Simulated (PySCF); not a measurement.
F₄Se, SMILES F[Se-](F)(F)F, charge -1, multiplicity 2. The structure is a stationary point at PBE-D3(BJ)/def2-SVPD.

Computed equilibrium geometry at PBE-D3(BJ)/def2-SVPD (PySCF confirms it by a frequency run) as a Z-matrix, and its point group:
point group C2v.
```
Se
F 1 1.9102
F 1 1.9102 2 79.93
F 1 1.9163 2 88.72 3 88.93
F 1 1.9163 2 88.72 3 -88.93
```
Charge -1, spin multiplicity 2.
